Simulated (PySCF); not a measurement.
trans-stilbene, C14H12.
Numbering: `[CH:1](=[CH:2]\[c:3]1[cH:4][cH:5][cH:6][cH:7][cH:8]1)/[c:9]1[cH:10][cH:11][cH:12][cH:13][cH:14]1`

NICS is the negative of the GIAO shielding at a point without a nucleus: at the ring centre (0) and 1 Å above and below it (1); zz is the component along the ring normal. Level: GIAO PBE0/pcSseg-1 (PySCF, non-relativistic, gas phase) on the PBE0-D3(BJ)/def2-SVP geometry, one conformer.

Ring bond lengths (Å), with Mayer bond orders in brackets: C3–C4 1.407 (1.38), C4–C5 1.389 (1.47), C5–C6 1.397 (1.41), C6–C7 1.393 (1.43), C7–C8 1.392 (1.44), C8–C3 1.405 (1.37); C9–C10 1.405 (1.37), C10–C11 1.392 (1.44), C11–C12 1.393 (1.43), C12–C13 1.397 (1.41), C13–C14 1.389 (1.47), C14–C9 1.407 (1.38).

Q: Give the NICS values of each ring in ppm.

A: 
| ring | type | NICS(0) | NICS(1), two faces | NICS(1)zz, two faces | rms pucker (Å) | centre to ring atoms, mean (Å) |
| --- | --- | --- | --- | --- | --- | --- |
| C3–C4–C5–C6–C7–C8 | 6-membered carbocycle; formal bonds all aromatic | -7.5 | -10.5 / -10.5 | -25.7 / -25.7 | 0.00 | 1.40 |
| C9–C10–C11–C12–C13–C14 | 6-membered carbocycle; formal bonds all aromatic | -7.5 | -10.5 / -10.5 | -25.7 / -25.7 | 0.00 | 1.40 |

Q: What can be read from them?

A: 
- C3–C4–C5–C6–C7–C8: mean NICS(1)zz -25.7 ppm, shielded. The ring is flat and has no four-coordinate atom; by the NICS criterion it is aromatic.
- C9–C10–C11–C12–C13–C14: mean NICS(1)zz -25.7 ppm, shielded, aromatic by this magnetic criterion (flat ring, no four-coordinate atom).

Q: And the bond-length index? HOMA = 1 − mean of α(R − Ropt)² over the ring bonds, with Krygowski's 1993 parameters (CC: Ropt 1.388 Å, α 257.7 Å⁻²).

A: 
- C3–C4–C5–C6–C7–C8: HOMA 0.97 = 1 − EN − GEO, with mean bond length 1.397 Å, EN = α(Ropt − mean)² = 0.022 and GEO = α × variance = 0.011. The geometric and the magnetic index point the same way.
- C9–C10–C11–C12–C13–C14: HOMA 0.97 = 1 − EN − GEO, with mean bond length 1.397 Å, EN = α(Ropt − mean)² = 0.022 and GEO = α × variance = 0.011. The geometric and the magnetic index point the same way.

Q: What is the mean of the two in-plane components of NICS at the second NICS(1) probe listed for ring C9–C10–C11–C12–C13–C14, 1 Å off the ring?

A: The isotropic value is a third of the trace: (3 × -10.5 − (-25.7))/2 = -2.9 ppm.

Q: What are the shieldings of the ring atoms and their hydrogens in the same run (means over atoms taken as equivalent)?

A: 
| atoms | environment | σ isotropic (ppm) |
| --- | --- | --- |
| C3 (×2) | substituted aromatic carbon | 43.4 |
| C4 (×4) | aromatic CH carbon | 52.5 |
| C5 (×4) | aromatic CH carbon | 50.2 |
| C6 (×2) | aromatic CH carbon | 51.0 |
| H on C4 (×4) | aromatic hydrogen | 23.60 |
| H on C5 (×4) | aromatic hydrogen | 23.79 |
| H on C6 (×2) | aromatic hydrogen | 23.94 |

Q: How do the values depend on the level or the medium?

A: 
```tsv
level	NICS(0), C3–C4–C5–C6–C7–C8	mean NICS(1)zz, C3–C4–C5–C6–C7–C8	NICS(0), C9–C10–C11–C12–C13–C14	mean NICS(1)zz, C9–C10–C11–C12–C13–C14
PBE0/pcSseg-1, gas	-7.5	-25.7	-7.5	-25.7
WP04/pcSseg-1, gas	-7.8	-24.8	-7.8	-24.8
```

The geometry is the same throughout.

Shape of the structure used: `[CH:1](=[CH:2]\[c:3]1[cH:4][cH:5][cH:6][cH:7][cH:8]1)/[c:9]1[cH:10][cH:11][cH:12][cH:13][cH:14]1`: C1–C2–C3–C4 0°, C2–C1–C9–C10 179°.
